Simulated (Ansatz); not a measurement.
Species: KI, charge 1, multiplicity 2. SMILES of the parent species: [K][I]

Atoms: K1, I2. Bonds: K1-I2.

Bond lengths (Å) and angles (degrees) optimised at HF/STO-3G with Ansatz (a first-principles code); HF/3-21G with Ansatz; HF/LANL2DZ with Ansatz; PBE/LANL2DZ with Ansatz; B3LYP/LANL2DZ with Ansatz; MP2/LANL2DZ with Ansatz, each started from the B3LYP-D3(BJ)/def2-TZVP structure (Ansatz) of the last column. A row stands for all coordinates that are equal there.

```csv
coordinate,HF/STO-3G,HF/3-21G,HF/LANL2DZ,PBE/LANL2DZ,B3LYP/LANL2DZ,MP2/LANL2DZ,B3LYP-D3(BJ)/def2-TZVP
K1-I2,3.284,3.928,4.035,3.878,3.907,4.002,3.612
```

Mean signed difference of all 1 bond lengths from B3LYP-D3(BJ)/def2-TZVP: HF/STO-3G -0.328 Å, HF/3-21G 0.316 Å, HF/LANL2DZ 0.423 Å, PBE/LANL2DZ 0.267 Å, B3LYP/LANL2DZ 0.296 Å, MP2/LANL2DZ 0.391 Å.
